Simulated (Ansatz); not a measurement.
`[OH][InH][B](Cl)Cl`. Charge 0, multiplicity 1. In takes the def2 core potential. All single points use the PBE0-D4/def2-TZVP geometry. It is one conformer, not always the lowest.

```xyz
7

O    -1.127    1.735    0.799
In   -0.972    0.042   -0.246
B     1.082   -0.899   -0.274
Cl    2.263   -0.453   -1.481
Cl    1.548   -2.084    0.922
H    -0.305    2.015    1.208
H    -2.489   -0.356   -0.927
```

What is the dipole moment at ωB97M-V/def2-TZVPP? (Estimate.)

Computed: 1.80 D, with components (1.21, -1.25, -0.47) D in this frame, pointing from negative to positive charge.

And with PBE, r2SCAN, B3LYP? (An estimate is asked.)

The calculation gave: PBE 1.69 D, r2SCAN 1.70 D, B3LYP 1.79 D.

Give the Mulliken charges with ωB97M-V, PBE, B3LYP in def2-TZVPP. (Estimate.)

Computed: 
| atom | ωB97M-V | PBE | B3LYP |
| --- | --- | --- | --- |
| O1 | -0.53 | -0.48 | -0.53 |
| In2 | 0.48 | 0.47 | 0.53 |
| B3 | 0.10 | 0.08 | 0.14 |
| Cl4 | -0.06 | -0.07 | -0.09 |
| Cl5 | -0.06 | -0.07 | -0.09 |
| H6 | 0.16 | 0.17 | 0.16 |
| H7 | -0.09 | -0.12 | -0.13 |

B3LYP here is the variant with VWN-RPA as its local correlation; programs differ in this.
